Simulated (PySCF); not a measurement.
NMR data simulated for an unnamed compound:

¹H NMR (500 MHz, computed): δ 2.25 (s, 3H).

¹³C{¹H} NMR (computed): δ 112.6 (C), 85.4 (C), 72.1 (C), 72.0 (C), 55.0 (C), 5.3 (CH3).

- spin–spin couplings from B3LYP/pcJ-1 (spin–dipole term only in couplings to heteroatoms)
- GFN2-xTB geometry
- GIAO PBE0/pcSseg-1 shieldings
- run in PySCF 2.14.0 with density-fitted response routines
- non-relativistic, one computed conformer, gas phase, averaged over atoms made equivalent by symmetry, fast rotation or ring inversion

Chemical shifts δ = σref − σ; ¹H and ¹³C against TMS, all at this level.

**Question.** Which of these does the molecule contain: a C≡C triple bond, a heteroaromatic ring, a Si–H bond, an aldehyde, a nitrile?

**Answer.** 
- A C≡C triple bond: yes (δC 85.4, 72.1).
- A heteroaromatic ring: no.
- A Si–H bond: no.
- An aldehyde: no.
- A nitrile: yes (δC 112.6).

The data belong to SMILES CC#CC#CC#N, C6H3N; they needn't prove each group on their own.

Carbon signals by region: 1 in the sp2 and nitrile region (100–160 ppm), 4 at 50–100 ppm, 1 below 50 ppm.

Shifts are as computed. Against solution values, carbons near 30 ppm lie about +3 ppm off and those near 130 ppm about +5 ppm. Of 1211 compounds with measured shifts, 218 miss one by over three times the rms of a fit or turn the order of signals round; such compounds aren't used in these exercises.
